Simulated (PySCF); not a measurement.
Mo(S)2(OH)2 (H2MoO2S2), SMILES [S]=[Mo]([OH])([OH])=[S], multiplicity 1.

The structure is a stationary point at PBE-D3(BJ)/def2-SVP. A frequency run showed that this geometry is not a minimum. The multiplicity is an assumed one; other spin states were not compared. The def2 effective core potentials stand for the cores of Mo; spin–orbit coupling is left out. The values are those of a single conformer.

Method: PBE-D3(BJ)/def2-SVP in PySCF.

Frequencies are harmonic and unscaled.

```
mode  ν (cm⁻¹)  IR (km/mol)  moving atoms (share of kinetic energy)
----  --------  -----------  --------------------------------------
1         175i          0.0                                  H 95 %
2           70        323.1                                  H 97 %
3          182          6.1         S 35 %, O 28 %, Mo 26 %, H 11 %
4          195          2.1                          S 60 %, O 32 %
5          201          6.8         O 44 %, S 27 %, Mo 19 %, H 10 %
6          205          0.0                          O 70 %, S 29 %
7          216          2.6                 O 64 %, S 20 %, Mo 16 %
8          505        165.3                          H 71 %, O 28 %
9          528          4.6                 S 71 %, Mo 12 %, H 10 %
10         554         63.6                         S 66 %, Mo 33 %
11         576        196.7                   H 73 %, O 13 %, S 9 %
12         707         94.5                         O 82 %, Mo 12 %
13         749         49.0                 O 61 %, Mo 22 %, H 16 %
14        3737        486.9                                  H 94 %
15        3740         23.2                                  H 94 %
```
